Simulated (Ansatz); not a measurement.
A structure relaxed at r2SCAN-D4/def2-SVP in Ansatz, charge 1, doublet:

```xyz
4

Hf    0.3993    0.8631    1.0134
Hf   -0.3630   -0.0360   -1.3409
S     1.6929   -0.6693   -0.2925
S    -1.7293   -0.1578    0.6199
```

(1) Give its formula and point group.

(2) Summarise the bond lengths by kind (pairs closer than 1.2 times the sum of covalent radii, bridged metal pairs left out).

Results:

(1) the cluster Hf₂S₂⁺ (the lowest doublet isomer of a short search). Point group C2v (tolerance 0.1 Å).

(2) 4 × Hf–S 2.39 Å.

In the def2 sets Hf takes a core potential; there is no spin–orbit coupling. The structure comes from a short search, and lower isomers may exist.
